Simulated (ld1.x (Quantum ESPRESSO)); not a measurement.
# An odd input for ld1.x (Quantum ESPRESSO) 7.5 (Ni)

Command:

```bash
ld1.x < Ni.in > Ni.out
```

Input:

```
&input
   title='Ni', zed=28., rel=1, dft='PBEE', iswitch=3,
   config='[Ar] 3d8 4s1 4p0',
   nld=3, rlderiv=2.60, eminld=-3.0, emaxld=5.0, deld=0.02
 /
 &inputp
   pseudotype=1, tm=.true., lloc=1,
   nlcc=.false.,
   file_pseudopw='Ni.pp', file_wfcaegen='ae.wfc', file_wfcncgen='nc.wfc'
 /
3
4S  1  0   1.00   0.00  2.20  2.20  0.0
3D  3  2   8.00   0.00  1.25  1.25  0.0
4P  2  1   0.00   0.00  2.40  2.40  0.0
 &test
   configts(1)='3d8 4s1 4p0'
 /
```

This is an input that runs to its end, with one change: functional typed as PBEE.

How does the run end?

The program runs through. The occupied levels of the test differ from the all-electron ones by at most 0.00001 Ry (unchanged input: 0.00001 Ry). All-electron levels move: 3d -0.483 Ry (was -1.342), 4s -0.573 Ry (was -0.993).

```
     eps = 8.8E-15  iter = 20

     Etot =   -2921.652626 Ry,   -1460.826313 Ha,  -39751.109038 eV
     Etotps =   -60.797907 Ry,     -30.398954 Ha,    -827.197667 eV

     Ekin =      96.910251 Ry,      48.455125 Ha,    1318.531129 eV
     Encl =    -117.934652 Ry,     -58.967326 Ha,   -1604.582678 eV
     Ehrt =      56.263198 Ry,      28.131599 Ha,     765.499806 eV
     Ecxc =      -0.290043 Ry,      -0.145022 Ha,      -3.946237 eV
     Epseu=     -95.746661 Ry,     -47.873331 Ha,   -1302.699687 eV

     ---------------------- End of pseudopotential test ----------------------
```
